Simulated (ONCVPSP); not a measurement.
# Building the ONCV potential for Lu (Z = 71) (PBE, scalar-relativistic).

```json
{"Element": "Lu", "Generator": "ONCVPSP 4.0.1", "Type": "optimised norm-conserving Vanderbilt (ONCV)", "Functional": "PBE", "Relativity": "scalar-relativistic", "Frozen core": "[Kr] 4d10", "Valence charge": "25", "Reference configuration": "4f14 5s2 5p6 5d1 6s2", "Partial waves": "5s+6s: rc 1.80 bohr, ncon 4, nbas 7, qcut 7 1/bohr, 2 projectors; 5p: rc 1.45 bohr, ncon 4, nbas 7, qcut 4.7 1/bohr, 1 projector; 5d: rc 2.95 bohr, ncon 4, nbas 9, qcut 6.4 1/bohr, 2 projectors, debl 0.6 Ha; 4f: rc 0.65 bohr, ncon 4, nbas 9, qcut 26.9 1/bohr, 2 projectors, debl 2.2 Ha", "Local potential": "polynomial inside 0.55 bohr (lpopt 5, dvloc0 -1 Ha)", "Core correction": "Teter function, fcfact 1.5, rcfact 1.35"}
```

All-electron outer shells of the reference configuration (PBE, scalar-relativistic, ld1.x):

```csv
shell,level (eV),outermost node (bohr),outermost maximum (bohr)
4d,-191.92,0.23,0.48
5s,-61.06,0.57,1.04
5p,-31.66,0.61,1.19
4f,-9.62,–,0.47
6s,-4.66,1.41,3.08
5d,-1.75,0.68,1.84
```

(1) Estimate the cutoffs (Ha) at which the residual kinetic energy of the hardest occupied pseudo-wave falls to 1 and 0.1 mHa per electron.

(2) What does a ghost test show?

(3) Which valence shell sets the plane-wave cutoff?

Answers

(1) 294 Ha and 324 Ha.

(2) Ghosts flagged at negative energy: s at -1136.0 eV, p at -570.4 eV, d at -450.9 eV, f at -8.0 eV; GHOST(+) flagged for s at 95.9 eV. A true bound ghost makes a file unfit for plane-wave use.

(3) 4f: 294 Ha for 1 mHa per electron, against 60 Ha for 5p.

Its largest configuration-test error is -6.7 meV (4f14 5s2 5p6 5d1 6s0). 2 of 4 tests not solved or not reliable.
